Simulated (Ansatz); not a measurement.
Molecule: arsine, AsH$_{3}$ (charge 0, singlet). SMILES: [AsH3]
Coordinates optimised at B3LYP-D3(BJ)/def2-TZVP (Ansatz, a program for electronic structure):
```
As
H 1 1.5252
H 1 1.5252 2 92.02
H 1 1.5252 2 92.02 3 -92.09
```

Quantity: vertical triplet-singlet gap, E(triplet) - E(singlet), in eV. Conventions: no spin-orbit coupling; each state is the SCF solution reached for its charge and spin; LANL2DZ with its own core potentials from Na on; UHF or UKS for open shells; dispersion terms only where a functional's name holds one; non-relativistic; 6-31G* and kin with 6d, 5d where marked; valence correlation only (noble-gas shells and the d and f shells of earlier blocks). Ab initio and DFT rows: single points at B3LYP-D3(BJ) geometries (Ansatz). Levels can end on unlike triplets.

```tsv
level	program	vertical triplet-singlet gap, E(triplet) - E(singlet) (eV)
HF/6-31G*	Ansatz	5.71
PBE/6-31G*	Ansatz	6.08
PBE/6-31G* with LANL2DZ past Ar	Ansatz	5.99
B3LYP/STO-3G	Ansatz	8.82
B3LYP/6-31G*	Ansatz	6.20
B3LYP/6-31G* with LANL2DZ past Ar	Ansatz	6.09
MP2/6-31G*	Ansatz	6.20
PBE/def2-TZVPD	Ansatz	5.81
B3LYP/def2-TZVPD	Ansatz	5.94
PBE0/def2-TZVPD	Ansatz	5.81
```

No value to compare with is used here. The 7 habitual levels span 5.71 (HF/6-31G*) to 8.82 eV (B3LYP/STO-3G); PBE/def2-TZVPD gives 5.81.

The levels are drawn from those run, B3LYP/6-31G* more often than the rest, none by its result; left out are runs that failed, that the program found above a lower state of the same kind, or whose <S^2> lies over 0.5 above the pure value.
